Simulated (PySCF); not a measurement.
Assigning NMR signals

Atoms are numbered as in `[CH3:1][O:2][SiH2:3][C:4]([CH3:5])=[C:6]([F:7])[F:8]`; H(Xn) means a hydrogen on atom n.

Relativity neglected, fast rotation and ring inversion assumed for equivalent nuclei, one conformer, isolated molecule. GFN2-xTB geometry; shieldings: GIAO PBE0/pcSseg-1; PySCF.

Scale: TMS for ¹³C and ¹H (reference shieldings calculated alike).

(1) Assign these signals to the numbered atoms. ¹³C{¹H} NMR (computed): δ 167.2 (C), 80.0 (C), 54.2 (CH3), 11.8 (CH3).

(2) Assign these signals to the numbered atoms. ¹H NMR (600 MHz, computed): δ 5.18 (s, 2H), 3.87 (s, 3H), 1.83 (s, 3H).

## Answers

(1) 
167.2 → C6, fully substituted alkene carbon
80.0 → C4, fully substituted alkene carbon
54.2 → C1, methyl carbon bonded to O: pulled downfield by the heteroatom
11.8 → C5, allylic methyl carbon: aliphatic region, no heteroatom directly attached

(2) 
```tsv
δ (ppm)	atoms	environment	reason
5.18	H(Si3)	hydrogen on a silicon bonded to C, O	–
3.87	H(C1)	hydrogen on a methyl carbon bonded to O	its carbon carries O, an electronegative neighbour
1.83	H(C5)	hydrogen on an allylic methyl carbon	allylic position
```

Splittings by ¹⁹F in the carbon and heteronuclear signals aren't shown, as no couplings were computed. Shifts are as computed. Against solution values, carbons near 30 ppm lie about +3 ppm off and those near 130 ppm about +5 ppm. Of 1211 compounds with measured shifts, 218 miss one by over three times the rms of a fit or turn the order of signals round; such compounds aren't used in these exercises. Multiplicities follow the n + 1 count of equivalent neighbours, as no J values were calculated; m marks all less simple cases, F and P coupling included.
